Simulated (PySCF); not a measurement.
In(H)(vinyl)(NH2) (C₂H₆InN), SMILES C=[CH][InH][NH2]. Geometry: PBE-D3(BJ)/def2-SVP. The structure was generated by enumeration; whether it is a known compound was not checked. The def2 effective core potentials stand for the cores of In; spin–orbit coupling is left out. Other conformers were not sampled.

Task: Give the equilibrium geometry at PBE-D3(BJ)/def2-SVP (PySCF confirms it by a frequency run) as a Z-matrix. (Estimate from the structure and the level; the computed values follow.)

Result: This is not unique; one that fits is 
```
In
H 1 1.7327
N 1 2.0440 2 115.51
H 3 1.0225 1 122.82 2 -11.62
H 3 1.0227 4 110.34 1 159.31
C 1 2.1580 2 131.56 3 175.29
C 6 1.3479 1 122.30 2 -166.18
H 7 1.1047 6 122.47 1 -0.22
H 6 1.1055 7 118.10 8 -179.54
H 7 1.1066 8 115.35 6 -179.69
```
